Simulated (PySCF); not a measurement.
C3H8BFO, SMILES CCB(F)CO.

Geometry optimised at r2SCAN-D4/def2-SVP. The structure was generated by enumeration, and PubChem lists no compound with its InChIKey, so it may never have been made. Other conformers were not sampled.

Calculation: PBE/def2-TZVP in PySCF.

```yaml
total_energy: -318.85010 hartree
highest_occupied_level: -5.99 eV
lowest_empty_level: -1.20 eV
orbital_gap: 4.80 eV
dipole_moment: 1.41 D
quadrupole, principal values (traceless, Buckingham form, about the centre of nuclear charge): -8.95, 2.04, 6.90 D·Å
mean_static_polarisability: 56.6 bohr³ (8.38 Å³)
polarisability_principal_values: 47.7, 56.2, 65.8 bohr³
```
